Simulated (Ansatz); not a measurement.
Relaxation of C₂H₈FNSi₂ (14 atoms, charge 0, multiplicity 1), to a largest force component of 0.02 eV/Å in at most 40 steps.

Computed with RKS PBE0-D4/STO-3G (Ansatz).

```xyz
14
Properties=species:S:1:pos:R:3:forces:R:3
F -2.959 -0.841 -0.400 -3.08 0.53 -2.47
Si -1.806 -1.006 0.627 3.94 -0.95 2.76
C -0.187 -0.495 -0.280 -0.36 2.05 4.00
N 1.147 -0.425 0.563 -5.33 1.07 0.26
C 1.775 0.622 -0.190 1.05 3.24 0.98
Si 0.079 1.399 -0.580 0.14 -1.16 -0.78
H -1.727 -2.436 1.017 -0.10 0.75 -0.03
H -2.023 -0.164 1.831 0.10 -0.47 -0.70
H -0.025 -1.057 -1.147 0.21 -1.32 -2.28
H 1.595 -1.309 0.687 1.63 -2.30 -0.33
H 2.417 1.254 0.462 0.28 -0.31 -0.38
H 2.335 0.292 -1.040 0.82 -0.17 -1.36
H -0.140 1.840 -2.010 0.11 -0.11 1.54
H -0.497 2.297 0.489 0.60 -0.83 -1.21
```

Question: Where does it end, and by what steps?

Answer: The run converged. Limits of this set-up: minimal basis. After 8 steps the energy has fallen by 1.050 eV; H10 moved furthest, 0.47 Å.

| step | energy less start (eV) | largest force component (eV/Å) | accepted |
| --- | --- | --- | --- |
| 0 | 0.0000 | 5.335 | yes |
| 1 | -0.8497 | 1.702 | yes |
| 2 | -0.9983 | 0.559 | yes |
| 3 | -1.0220 | 0.554 | yes |
| 4 | -1.0343 | 0.306 | yes |
| 5 | -1.0487 | 0.089 | yes |
| 6 | -1.0499 | 0.035 | yes |
| 7 | -1.0502 | 0.027 | yes |
| 8 | -1.0503 | 0.008 | yes |

```xyz
14
Properties=species:S:1:pos:R:3
F -3.126 -0.871 -0.192
Si -1.747 -1.000 0.698
C -0.266 -0.461 -0.326
N 1.029 -0.536 0.511
C 1.758 0.697 -0.028
Si 0.122 1.345 -0.676
H -1.588 -2.379 1.118
H -1.863 -0.159 1.871
H -0.192 -1.060 -1.249
H 1.565 -1.402 0.228
H 2.282 1.239 0.774
H 2.490 0.464 -0.819
H 0.071 1.789 -2.052
H -0.547 2.305 0.172
```

Whether the end is a true minimum wasn't checked by a vibrational analysis.

Run time: 36 s on 1 CPU thread of a shared host.
